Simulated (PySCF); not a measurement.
The calculation used core-valence-separated Tamm–Dancoff BHandHLYP/aug-pcX-1 (pcseg-1 on H) in PySCF, non-relativistic, gas phase, PBE0-D3(BJ)/def2-SVP geometry. BHandHLYP without relativity tends to put these K edges a few eV too low, so spacings mean more than positions.

Main lines of an unknown, eV (oscillator strength): C K: 282.3 (0.060), 283.0 (0.053), 285.6 (0.052), 286.1 (0.009), 286.4 (0.015); F K: 685.9 (0.029), 686.3 (0.003), 686.5 (0.011), 686.7 (0.009), 687.0 (0.022). Listed: the first five lines at most of each edge with a tenth or more of its strongest line's intensity; roots within 0.03 eV on the same or equivalent atoms are summed. Only the lowest roots were sought, and the top ones are left out.

Question: Which candidate gives them?
A. `C#CCC(F)(F)F`
B. `C=CC(F)=C(F)F`

Answer: B. 

- `C=CC(F)=C(F)F`: C K: 282.3 (0.060), 283.0 (0.053), 285.6 (0.052), 286.1 (0.009), 286.4 (0.015); F K: 685.9 (0.029), 686.3 (0.003), 686.5 (0.011), 686.7 (0.009), 687.0 (0.022). First C line listed at 282.3 eV, hole on the terminal =CH2 carbon (1s→π*); first F line listed at 685.9 eV, hole on the vinyl fluorine.
- `C#CCC(F)(F)F`: C K: 283.5 (0.065), 283.8 (0.050), 283.8 (0.092), 283.8 (0.024), 286.1 (0.010); F K: 687.4 (0.029), 687.4 (0.045), 687.7 (0.011), 688.1 (0.043), 688.8 (0.005). First C line listed at 283.5 eV, hole on the terminal alkyne carbon (1s→π*); first F line listed at 687.4 eV, hole on the fluorine of a CF3 group.

One conformer each; other structures than these candidates weren't tested.

Shape of the structure used: `[CH2:1]=[CH:2][C:3]([F:4])=[C:5]([F:6])[F:7]`: C1–C2–C3–F4 0°.
